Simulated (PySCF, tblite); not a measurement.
Isomers of C4H5N3O. Level: GFN2-xTB in tblite, geometry and Hessian alike; calculated harmonic values, unscaled, isolated species. Errors from tens to a few hundred cm⁻¹ against measured bands are possible. One conformer each.

Electronic energies: PBE0/pcSseg-1 single points on the GFN2-xTB geometries (PySCF, gas phase).

| SMILES | electronic energy, lowest = 0 (kJ/mol) |
| --- | --- |
| Cn1cnc(C=O)n1 | 0.0 |
| COc1ccnnn1 | 152.9 |
| Cn1cc(C=O)nn1 | 57.0 |
| CC(=O)c1cnn[nH]1 | 27.8 |

How do GFN2-xTB zero-point energies change the relative energies?

```csv
SMILES,ZPE (kJ/mol),of it from modes above 1550 cm⁻¹,electronic (kJ/mol),"with ZPE, lowest = 0 (kJ/mol)",lowest mode (cm⁻¹),rings
Cn1cnc(C=O)n1,245.1,100.5,0.0,0.0,48,1
CC(=O)c1cnn[nH]1,246.3,104.5,27.8,29.1,72,1
Cn1cc(C=O)nn1,244.2,100.6,57.0,56.1,61,1
COc1ccnnn1,243.3,90.9,152.9,151.1,115,1
```

The zero-point energies span 3.0 kJ/mol, from `COc1ccnnn1` to `CC(=O)c1cnn[nH]1`. The order is unchanged.

And how do the electronic energies of GFN2-xTB itself compare?

`Cn1cnc(C=O)n1` 0.0; `CC(=O)c1cnn[nH]1` 46.3; `Cn1cc(C=O)nn1` 54.9; `COc1ccnnn1` 94.0 kJ/mol, lowest = 0. Against the energies above, taken from the same isomer `Cn1cnc(C=O)n1`, the largest difference is 58.9 kJ/mol.

What do entropy and thermal enthalpy add at 298.15 K and 1 bar (rigid rotor, harmonic oscillator, one conformer each)?

| SMILES | point group | symmetry number | S (J/(mol K)) | H − H(0) (kJ/mol) | ZPE + H − H(0) − TS (kJ/mol) |
| --- | --- | --- | --- | --- | --- |
| CC(=O)c1cnn[nH]1 | Cs | 1 | 354.6 | 21.39 | 162.0 |
| Cn1cc(C=O)nn1 | C1 | 1 | 359.6 | 21.95 | 158.9 |
| COc1ccnnn1 | Cs | 1 | 348.1 | 21.03 | 160.5 |

Not tabulated: `Cn1cnc(C=O)n1` (point group not settled).
